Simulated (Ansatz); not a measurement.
Geometry optimisation, Ansatz, RKS B3LYP-D4/def2-SVP.

Input:

```yaml
crystal:
  periodic: [false, false, false]
  atoms:
    - { symbol: C, position_ang: [-0.46831, 0.763, -0.27984] }
    - { symbol: O, position_ang: [0.78038, 0.0599, -0.13611] }
    - { symbol: Se, position_ang: [1.03214, -1.27151, 1.39343] }
    - { symbol: H, position_ang: [-0.30934, 1.56572, -1.00281] }
    - { symbol: H, position_ang: [-1.27568, 0.11116, -0.61591] }
    - { symbol: H, position_ang: [-0.71754, 1.19942, 0.6862] }
    - { symbol: H, position_ang: [1.04581, -0.32914, -0.9914] }
    - { symbol: H, position_ang: [-0.08745, -2.09855, 0.94644] }
total_charge: 1
basis:
  gaussian: { orbitals: def2-SVP }
hamiltonian:
  xc: b3lyp
  dispersion: d4
relax:
  f_tol: 0.015
  max_steps: 40
```

Command:

```bash
$ ansatz run input.yaml --threads 1 --pin off --max-ram 2048MiB --backend cpu --events-out ev --progress --plain --runs-dir out
```

Q: Where does it end, and by what steps?

A: The run converged. Limits of this set-up: the dipole of an ion depends on the origin. After 8 steps the energy has fallen by 0.126 eV; O2 moved furthest, 0.11 Å.

```csv
step,energy less start (eV),largest force component (eV/Å),accepted
0,0.0000,1.114,yes
1,-0.0863,0.673,yes
2,-0.1177,0.282,yes
3,-0.1155,0.244,no
4,-0.1243,0.118,yes
5,-0.1252,0.166,yes
6,-0.1257,0.127,yes
7,-0.1263,0.029,yes
8,-0.1264,0.002,yes
```

```xyz
8
Properties=species:S:1:pos:R:3
C -0.511 0.789 -0.279
O 0.715 -0.029 -0.121
Se 1.017 -1.209 1.364
H -0.269 1.553 -1.028
H -1.338 0.140 -0.596
H -0.696 1.242 0.701
H 1.117 -0.328 -0.960
H -0.035 -2.158 0.919
```

Run time: 31 s on 1 thread of Arm Neoverse V1 (shared host), peak memory 0.17 GiB.
